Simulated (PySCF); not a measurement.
Compound: 2,2-dimethylpentane, C₇H₁₆.
Atom-mapped SMILES: `[CH3:1][CH2:2][CH2:3][C:4]([CH3:5])([CH3:6])[CH3:7]` (hydrogens: H8, H9, H10 on C1; H11, H12 on C2; H13, H14 on C3; H15, H16, H17 on C5; H18, H19, H20 on C6; H21, H22, H23 on C7)

The calculation used PBE0-D3(BJ)/def2-SVP geometry optimisation, gas phase (PySCF).

**Question.** What internal coordinates does the optimisation give?

**Answer.** 
| bond | length (Å) | order |
| --- | --- | --- |
| C1–C2 | 1.521 | single |
| C2–C3 | 1.523 | single |
| C3–C4 | 1.541 | single |
| C4–C5, C4–C6, C4–C7 | 1.531 | single |
| C1–H8, C1–H9, C1–H10 | 1.102 | single |
| C2–H11, C2–H12 | 1.103 | single |
| C3–H13, C3–H14 | 1.106 | single |
| C5–H15 and 8 like bonds | 1.102 | single |

Bonds in one row agree within 0.01 Å and their mean is given. Orders are formal, as drawn. A selection of angles:
| angle | degrees |
| --- | --- |
| C2–C1–H8 | 111.3 |
| H8–C1–H9 | 107.2 |
| C1–C2–C3 | 112.5 |
| C1–C2–H11 | 109.2 |
| C3–C2–H11 | 109.9 |
| H11–C2–H12 | 105.9 |
| C2–C3–C4 | 117.3 |
| C2–C3–H13 | 108.6 |
| C4–C3–H13 | 108.1 |
| H13–C3–H14 | 105.5 |
| C3–C4–C5 | 110.8 |
| C3–C4–C7 | 107.9 |
| C5–C4–C6 | 109.5 |
| C4–C5–H15 | 110.7 |
| H15–C5–H16 | 107.7 |

Dihedral angles: C1–C2–C3–C4 180° (antiperiplanar); C2–C3–C4–C5 -61° (synclinal).

Of the pairs four or more bonds apart, H11···H20 is among the closest relative to their van der Waals radii: 2.24 Å, 94 % of the sum of Bondi's values.

Point group: Cs (every atom within 0.08 Å of its image). Whether it is a minimum is left open (no frequencies). One conformer, not necessarily the lowest.
